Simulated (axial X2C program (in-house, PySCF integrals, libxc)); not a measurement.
**GeS⁻: from the spin-free to the two-component result**

Computed with an in-house all-electron X2C program for linear molecules (integrals from PySCF). Spin-free means the one-electron spin-free X2C Hamiltonian; two-component (2c) means X2C with spin–orbit coupling and atomic mean-field two-electron Coulomb and Gaunt terms, so the difference of the two also holds small scalar two-electron terms. Basis: Ge dyall-acv3z [10s10p8d5f1g], S dyall-av3z [9s8p3d2f] (cores contracted in-house); Gaussian nuclei, density fitting, unrestricted open shells. Masses: Ge 73.921 u, S 31.972 u.

Spin-free state: M_S = 1/2, Λ = 1 (beyond evenly filled blocks: π+α); fragments Ge + S-.

| level | Re (Å) | ωe (cm⁻¹) | De (eV) | μ (D) |
| --- | --- | --- | --- | --- |
| PBE0 | 2.111 | 474.4 | 4.169 | -1.90 |
| HF | 2.108 | 491.6 | 2.542 | -2.57 |
| MP2 | 2.123 | 475.1 | 4.235 | n/a |
| CCSD | 2.124 | 474.8 | 3.891 | n/a |
| CCSD(T) | 2.135 | 461.9 | 4.090 | n/a |
| PBE50 | 2.092 | 498.3 | 4.008 | -2.16 |

Correlated methods: 11 electrons correlated (number of frozen shells: Ge 3 s, 2 p, 1 d; S 2 s, 1 p), 265 virtual spin orbitals or spinors in MP2, 90 natural virtuals in coupled cluster.

Dipoles are positive if S is the positive end and refer to the centre of mass.

Task: Within this multiplet, which Ω should lie lowest by the rule for regular and inverted multiplets?

Result: The open π shell holds one electron, so the multiplet is regular: Ω = Λ − 1/2 = 1/2. The PBE0 2c search agrees, though Ω = 3/2 of the search lies only 0.08 eV higher.

Two-component determinant lowest at the distance of the search:

Ω = 1/2 (⟨Sz⟩ = -0.50, ⟨Lz⟩ = 1.00 at HF); fragments Ge + S-.

```csv
level,Re (Å),ωe (cm⁻¹),μ (D)
PBE0,2.113,473.5,-1.98
HF,2.110,490.7,-2.65
MP2,2.125,474.2,n/a
CCSD,2.126,473.9,n/a
CCSD(T),2.137,461.2,n/a
PBE50,2.094,497.4,-2.23
```

Task: From the two tables, how do the constants change at the CCSD(T) level (2c against spin-free)?

Result: At the CCSD(T) level Re rises by 0.002 Å and ωe drops by 0.7 cm⁻¹.

One determinant describes the state; a PBE0 search over occupations chose it and may have missed a lower one. De is counted from the lowest determinant-based energies of the atoms at the same level, without counterpoise correction. De is not given where an atomic determinant may have missed its ground term or J level, or where the truncated virtual space spoils (T). Density functionals use the spin component along the axis (collinear). Coupled cluster ran in a truncated set of natural virtual spinors; the MP2 energy of the rest was added. (T) has no such correction and the atoms are truncated less, which lowers De at CCSD(T) by a hundredth of an eV or more. Without a current term, density functionals place determinants with orbital angular momentum somewhat too high. Some points did not converge and are left out. The highest occupied level of some functionals is positive through self-interaction error; at Hartree–Fock it is bound. With the outer-core shells frozen, correlated bond lengths of heavy atoms tend to come out a few hundredths of an ångström too long. Hartree–Fock gets electron affinities wrong, so its lowest charge split need not be the true one.
